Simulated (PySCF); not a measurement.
C₃H₃, charge +1, multiplicity 1. Atoms are numbered in the order given.

```xyz
6

C      0.0000     0.0000    -1.3280
C      0.0000     0.0000    -0.1040
C      0.0000     0.0000     1.2357
H      0.0000     0.0000    -2.4040
H      0.0000    -0.9387     1.7910
H      0.0000     0.9387     1.7910
```
Charge +1, spin multiplicity 1.

Geometry: PBE0-D3(BJ)/def2-TZVP. The multiplicity is an assumed one; other spin states were not compared. The isomer is the one that the SMILES or the coordinates give; other isomers of the formula were not compared.

All values below come from PBE/pcSseg-2 (PySCF).

GIAO shieldings, no solvent; atoms alike by connectivity are averaged. δ = σ(ref) − σ: ¹³C against TMS (σ = 181.4 ppm); ¹H against TMS (σ = 31.47 ppm), references at their B3LYP-D3(BJ)/def2-TZVP geometries, non-relativistic.

```csv
nucleus,atoms,count,δ (ppm)
¹³C,C1,1,373.5
¹³C,C3,1,283.3
¹³C,C2,1,161.6
¹H,H4,1,19.18
¹H,"H5, H6",2,11.14
```
